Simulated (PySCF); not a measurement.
Species: C6H17NSi.
Geometry (PBE0-D3(BJ)/def2-SVP, Å), atoms numbered from 1 in this order:
```xyz
25
C6H17NSi angstrom
C      1.407   -0.868   -1.668
N      1.101    0.076   -0.619
Si     2.085    0.129    0.810
C     -0.023    0.963   -0.824
C     -1.406    0.513   -0.303
C     -1.808   -0.833   -0.906
C     -2.418    1.583   -0.715
C     -1.377    0.398    1.221
H      0.758   -1.762   -1.680
H      1.320   -0.387   -2.659
H      2.447   -1.223   -1.571
H      1.787   -0.923    1.840
H      3.518   -0.065    0.416
H      1.887    1.463    1.452
H      0.199    1.940   -0.356
H     -0.111    1.159   -1.910
H     -2.824   -1.115   -0.586
H     -1.125   -1.632   -0.581
H     -1.800   -0.800   -2.007
H     -3.425    1.340   -0.342
H     -2.480    1.673   -1.812
H     -2.142    2.571   -0.313
H     -0.661   -0.371    1.551
H     -1.092    1.354    1.690
H     -2.367    0.114    1.613
```

The closed-shell ground state was solved at several levels (PySCF, density fitting, gas phase, non-relativistic).

```tsv
level	basis functions	HOMO (eV)	LUMO (eV)	gap (eV)	dipole (D)
CAM-B3LYP/def2-SVPD	300	-7.60	1.12	8.72	0.97
PBE0/pcSseg-1	228	-6.23	0.80	7.03	1.00
```

Problem. What might KT3/pcSseg-1 (228 basis functions) give for the same quantities?

Solution. HOMO -5.07 eV, LUMO -0.03 eV, gap 5.04 eV, dipole 0.93 D.

Problem. Over all these levels, which gives the widest orbital gap and which the narrowest?

Solution. CAM-B3LYP/def2-SVPD (range-separated hybrid) has the widest, 8.72 eV, and KT3/pcSseg-1 (GGA) the narrowest, 5.04 eV. Functional and basis both differ between the two, so the spread mixes both effects.

Problem. How far do the dipole and the HOMO energy spread over the levels?

Solution. The dipole runs from 0.93 to 1.00 D (mean 0.97 D) and the HOMO from -7.60 to -5.07 eV.

One conformer stands for the species.
